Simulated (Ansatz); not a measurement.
C2H10OSi2 can be A, `C[Si](C)(O)[SiH3]`, or B, `CO[SiH](C)[SiH3]`.

Program: Ansatz. Geometries: PBE0-D4/def2-TZVP. ΔE: electronic, gas phase. CBS: MP2 limit from def2 TZ/QZ plus the TZ coupled-cluster correction, frozen cores. Functionals use def2-TZVPP. B3LYP here is the variant with VWN-RPA as its local correlation; programs differ in this. Each species was taken in one conformer, which may not be the lowest.

(1) Which isomer does CCSD(T)/CBS put lower? Give the gap. (Best estimate.)

(2) Give E(B) − E(A) in kcal/mol with MP2/def2-TZVPP, B3LYP-D4, B2PLYP, PBE0-D4, HF/def2-TZVPP, CCSD/def2-TZVPP, PBE-D4. (An estimate is asked.)

Largest T1 diagnostic: 0.011.

## Answers

(1) Computed: A, by 24.7 kcal/mol.

(2) The calculation gave: MP2/def2-TZVPP 25.6, B3LYP-D4 22.9, B2PLYP 23.3, PBE0-D4 24.6, HF/def2-TZVPP 20.0, CCSD/def2-TZVPP 23.5, PBE-D4 24.4. None reverses the order clearly.

In def2-TZVPP, CCSD(T) changes the Hartree–Fock value by +4.0 kcal/mol (the triples alone add +0.4 kcal/mol) and MP2 by +5.6 kcal/mol.
